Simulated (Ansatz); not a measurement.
Z-matrix (Å, degrees):
```
B
O 1 1.363
B 1 1.710 2 118.8
O 1 1.368 2 117.1 3 -180.0
H 2 0.963 1 112.5 3 180.0
S 3 1.762 1 121.2 2 -0.2
H 3 1.198 1 124.9 2 179.8
H 4 0.959 1 112.9 2 180.0
H 6 1.347 3 98.1 1 0.0
```

The species carries charge 0 and has multiplicity 1.

(1) List the PBE/def2-TZVPP orbital energies in eV (the Gaussian-basis code of Ansatz). (An estimate is asked.)

Results:

(1) The calculation gave: Occupied: -2396.06, -510.73, -510.63, -209.03, -177.64, -177.06, -155.16, -155.04, -155.03, -26.07, -25.20, -18.59, -14.16, -13.48, -12.18, -10.53, -9.51, -9.20, -8.86, -8.39, -7.76, -7.14, -6.80. Lowest empty: -2.72, -0.25, 0.14, 0.84, 1.34, 1.55, 1.94, 2.35.
